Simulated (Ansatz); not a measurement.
Reaction (formal exchange of groups at a Ge–N bond): `C=[N][GeH2][NH2]` + `N[SiH](F)F` → `[NH2][GeH2][Si](N)(F)F` + `C=N`

Calculated with Ansatz (gas phase, PBE0-D4/def2-TZVP geometries, no zero-point term in ΔE). CCSD(T)/CBS adds triple-zeta CCSD(T) − MP2 to the extrapolated MP2 energy (def2 sets, frozen cores). This one scheme is used for every species. For Ge outer-core shells are correlated without core-valence functions, which leaves a few kJ/mol of doubt a bond. Scalar relativity is left out up to krypton. One conformer a species, not always the lowest.

```
                 species  MP2/def2-QZVPP energy (Eh)
      `C=[N][GeH2][NH2]`                 -2226.87218
            `N[SiH](F)F`                  -545.24889
`[NH2][GeH2][Si](N)(F)F`                 -2677.64205
                   `C=N`                   -94.47062
```

Task: Work out ΔE.

Result: ΔE = (-2677.64205) + (-94.47062) − (-2226.87218) − (-545.24889) = 0.00840 Eh = +22.1 kJ/mol. CCSD(T)/CBS gives +12.6 kJ/mol.

Largest T1 diagnostic among the species: 0.012.

In def2-TZVPP, CCSD(T) changes the Hartree–Fock value by −12.5 kJ/mol (the triples alone add −0.1 kJ/mol) and MP2 by −4.5 kJ/mol. From PBE to PBE0 (25 % exact exchange), in def2-TZVPP and without D4, ΔE moves by +3.8 kJ/mol. The D4 term adds −4.5 kJ/mol with B3LYP and −2.7 kJ/mol with PBE0; it sums over pairs of atoms, weighted by their polarisabilities, and B3LYP, whose exchange is more repulsive, gets the larger term.

B3LYP here is the variant with VWN-RPA as its local correlation; programs differ in this.
